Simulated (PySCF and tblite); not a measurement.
The numbers below are computed, except where a source is named.
C₅H₇NSSi, numbered as in [CH2:1]=[CH:2][c:3]1[cH:4][n:5][s:6][c:7]1[SiH3:8].

The ensemble was built from 60 distance-geometry starts (ETKDG and KDG, MMFF94s, GFN2-xTB) and rests on GFN2-xTB geometries. Weights use PBE0-D3(BJ)/pcSseg-1 (IEF-PCM, acetonitrile) energies plus GFN2-xTB zero-point and thermal terms (modes under about 100 cm⁻¹ blended into free rotors). Symmetry numbers and mirror images are counted. Conformers within 2.5 kcal/mol (GFN2-xTB free energy) were kept, 3 at most. Of two unlike H on one atom, a is the less shielded (PBE0/pcSseg-1 (IEF-PCM, acetonitrile)). (PySCF 2.14, tblite 0.8.)

An NOE distance is ⟨r⁻⁶⟩^(−1/6) over all pairs of like atoms and, for the average, over conformers.

Torsions listed: C1–C2–C3–C4. Of a mirror pair one member is shown.

```
conformer  shape  weight %
        1     0°      77.1
        2   159°      22.9
```

Task: Which H–H contacts under 3.5 Å would NOEs report (pairs on one atom left out) at 298.15 K?

Result: 
```json
{"pair": "H1a ··· H4", "in 1 (Å)": "2.32", "in 2 (Å)": "4.72", "average (Å)": "2.42"}
{"pair": "H1b ··· H2", "in 1 (Å)": "2.43", "in 2 (Å)": "2.42", "average (Å)": "2.43"}
{"pair": "H1a ··· H2", "in 1 (Å)": "3.07", "in 2 (Å)": "3.06", "average (Å)": "3.06"}
{"pair": "H2 ··· H4", "in 1 (Å)": "3.97", "in 2 (Å)": "2.56", "average (Å)": "3.16"}
{"pair": "H2 ··· H8", "in 1 (Å)": "3.05", "in 2 (Å)": "4.91", "average (Å)": "3.18"}
```

Longer pairs under the limit may be missing.

Task: Which contact betrays a minor conformer?

Result: H2 ··· H4: 3.97 Å in the leading conformer but 3.16 Å on average, because conformer 2 (22.9 %) brings it to 2.56 Å and r⁻⁶ weighs short distances heavily.

Task: In a model where alignment follows shape alone (order matrix 0.002 × (3G/tr G − 1)/2, G the second moments of the atom positions; splitting J + 2D), what are the one-bond C–H dipolar couplings D?

Result: H1b -4.7 Hz (-3.7 in conformer 1), H1a -9.6 Hz (-10.0 in conformer 1), H2 -8.9 Hz (-8.9 in conformer 1), H4 -19.0 Hz (-20.8 in conformer 1).


Conformer gaps in pcSseg-1 on xTB geometries can be 2 kcal/mol off for S=O, P=O and other polar bonds.